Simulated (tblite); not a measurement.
Compound: C6H14AsN.
SMILES with atom numbers: `[H]/[N:6]=[CH:5]\[C@H:4]([CH2:3][CH2:2][CH3:1])[CH2:7][AsH2:8]` (hydrogens: H9, H10, H11 on C1; H12, H13 on C2; H14, H15 on C3; H16 on C4; H17 on C5; H18 on N6; H19, H20 on C7; H21, H22 on As8)

Computed with GFN2-xTB (tblite), gas phase: L-BFGS steps from a force-field or distance-geometry start until the largest atomic force falls under 0.01 eV/Å.

Step 39: E = -686.6873 eV
```
atom  x, y, z in Å  |  force x, y, z in eV/Å
C1     -2.9561    0.6908    0.2948   -0.065   0.024  -0.043
C2     -1.8155   -0.3106    0.4257    0.084  -0.111   0.010
C3     -0.5057    0.3512    0.0113    0.063   0.013  -0.042
C4      0.7332   -0.5303    0.1209    0.056  -0.056  -0.004
C5      0.6688   -1.7488   -0.7596    0.032  -0.049   0.134
N6      1.1261   -2.8951   -0.5350   -0.075   0.030  -0.048
C7      1.9808    0.2311   -0.3532    0.045  -0.113  -0.020
As8     2.3848    1.8270    0.7646    0.038   0.029   0.019
H9     -2.7990    1.3125   -0.5834   -0.050   0.023  -0.045
H10    -3.9138    0.1928    0.1765   -0.036  -0.038   0.128
H11    -2.9987    1.3413    1.1644   -0.021   0.013  -0.003
H12    -1.7530   -0.6847    1.4467    0.031   0.057   0.129
H13    -2.0001   -1.1812   -0.2052    0.008   0.005  -0.149
H14    -0.3444    1.2519    0.6268   -0.029  -0.088  -0.088
H15    -0.6071    0.6561   -1.0330    0.040   0.157  -0.029
H16     0.8793   -0.8362    1.1688   -0.002  -0.006  -0.064
H17     0.2469   -1.5858   -1.7474   -0.051  -0.023  -0.027
H18     1.5404   -3.0307    0.3885   -0.047   0.057  -0.002
H19     2.8393   -0.4500   -0.2740   -0.011   0.119  -0.015
H20     1.8821    0.5108   -1.4100   -0.019  -0.046   0.158
H21     3.6769    2.0705    0.0453    0.022   0.056   0.012
H22     1.7243    2.8368   -0.1353   -0.015  -0.054  -0.011
```

Step 40: E = -686.6924 eV
```
atom  x, y, z in Å  |  force x, y, z in eV/Å
C1     -2.9563    0.6921    0.2945   -0.018  -0.007  -0.015
C2     -1.8135   -0.3133    0.4260   -0.001  -0.037  -0.008
C3     -0.5028    0.3485    0.0099   -0.013  -0.004  -0.043
C4      0.7351   -0.5336    0.1212    0.031   0.001  -0.017
C5      0.6722   -1.7491   -0.7599   -0.047  -0.033   0.004
N6      1.1235   -2.8969   -0.5358   -0.018  -0.034   0.024
C7      1.9796    0.2297   -0.3513    0.057  -0.014   0.027
As8     2.3845    1.8283    0.7657    0.024   0.026   0.012
H9     -2.8016    1.3114   -0.5875   -0.060  -0.016  -0.007
H10    -3.9166    0.1941    0.1852    0.016  -0.017   0.115
H11    -2.9949    1.3470    1.1629   -0.009  -0.017  -0.042
H12    -1.7529   -0.6838    1.4506    0.033   0.055   0.046
H13    -2.0019   -1.1813   -0.2092    0.023   0.021  -0.091
H14    -0.3450    1.2487    0.6242   -0.004  -0.056  -0.049
H15    -0.6052    0.6578   -1.0334    0.043   0.122  -0.023
H16     0.8798   -0.8380    1.1680    0.001  -0.027  -0.023
H17     0.2522   -1.5849   -1.7521   -0.011  -0.027   0.065
H18     1.5350   -3.0346    0.3905   -0.070   0.059  -0.056
H19     2.8408   -0.4427   -0.2750    0.051   0.036  -0.005
H20     1.8799    0.5135   -1.4042   -0.030  -0.034   0.079
H21     3.6764    2.0731    0.0452    0.014   0.050   0.012
H22     1.7211    2.8335   -0.1374   -0.011  -0.048  -0.003
```

**Question.** Estimate the geometry and energy of step 41. (The exact step hangs on the optimiser's Hessian estimate; all steps are aligned on step 40, rigid shifts and turns removed.)

**Answer.** E = -686.6971 eV, largest force 0.134 eV/Å
```
atom  x, y, z in Å  |  force x, y, z in eV/Å
C1     -2.9526    0.6928    0.2951   -0.003  -0.008   0.017
C2     -1.8110   -0.3188    0.4258   -0.075   0.032  -0.025
C3     -0.5003    0.3447    0.0088   -0.075  -0.020  -0.053
C4      0.7389   -0.5364    0.1166    0.006   0.051  -0.014
C5      0.6780   -1.7499   -0.7647   -0.111  -0.046  -0.059
N6      1.1133   -2.9023   -0.5345    0.011  -0.046   0.045
C7      1.9799    0.2307   -0.3519    0.076   0.071   0.076
As8     2.3793    1.8292    0.7677    0.011   0.041   0.010
H9     -2.8082    1.2979   -0.6004   -0.070  -0.056   0.035
H10    -3.9204    0.2002    0.2130    0.081  -0.001   0.103
H11    -2.9727    1.3643    1.1540    0.000  -0.060  -0.086
H12    -1.7516   -0.6881    1.4527    0.031   0.056  -0.030
H13    -2.0054   -1.1826   -0.2150    0.040   0.031  -0.042
H14    -0.3471    1.2422    0.6257    0.027  -0.031  -0.014
H15    -0.6060    0.6635   -1.0315    0.050   0.086  -0.029
H16     0.8839   -0.8377    1.1630    0.001  -0.060   0.009
H17     0.2674   -1.5845   -1.7623    0.011  -0.020   0.104
H18     1.5131   -3.0403    0.3971   -0.067   0.046  -0.061
H19     2.8453   -0.4306   -0.2709    0.108  -0.056  -0.012
H20     1.8850    0.5176   -1.4020   -0.046  -0.027   0.011
H21     3.6731    2.0810    0.0501   -0.009   0.046   0.010
H22     1.7078    2.8264   -0.1380    0.003  -0.030   0.004
```

The energy changes by -0.0048 eV. The first-order estimate −F·Δx gives -0.0068 eV and the mean of the old and new forces, exact on a quadratic surface, -0.0047 eV. The step makes an angle of 71° with the force vector and moves no atom by more than 0.030 Å.

The cost below is that of the whole relaxation. Time: 1.6 s. Hardware: Arm Neoverse N1, one thread, no GPU, shared host with 64 logical CPUs at a one-minute load of 59.
